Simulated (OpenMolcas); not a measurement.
**5s² 5p³ along the 51-electron sequence**

```
Program             : OpenMolcas 26.06
Method              : CASSCF
Basis               : ANO-R2
Scalar Hamiltonian  : X2C, finite nucleus
Spin-orbit coupling : RASSI with atomic mean-field integrals over the reference wave functions, term energies averaged over their components
```

Active space for each ion: 3 electrons in 3 orbitals (5p).

Computed levels in cm-1 above ⁴S°_3/2:

```csv
Level,Sb,Te+,I2+
²D°_3/2,12496,14494,16107
²D°_5/2,13448,16177,18728
²P°_1/2,22039,26356,30284
²P°_3/2,23355,28749,34140
weight of ⁴S° in the lowest level (%),98,97,95
```

Measured, with the error of the calculation in %. Measured levels: Sb, Te+ from NIST Handbook of Basic Atomic Spectroscopic Data.

```csv
Level,Sb,Te+
²D°_3/2,8512 (+46.8),10222 (+41.8)
²D°_5/2,9854 (+36.5),12422 (+30.2)
²P°_1/2,16395 (+34.4),20547 (+28.3)
²P°_3/2,18464 (+26.5),24032 (+19.6)
```

²D°_3/2 changes by a factor of 1.29 over the same range, with steps per unit of Z of +2000, +1610 cm-1.

With the s shell closed, the reference lacks s² → p² mixing. Measured partners are found by configuration, term and J. A level has none where our copy of the source lacks it or the pairing is in doubt (some pairs that miss far off the trend of their configuration count as doubtful), and it then counts in no deviation. Levels of configurations outside the active space are missing.

° marks odd parity.
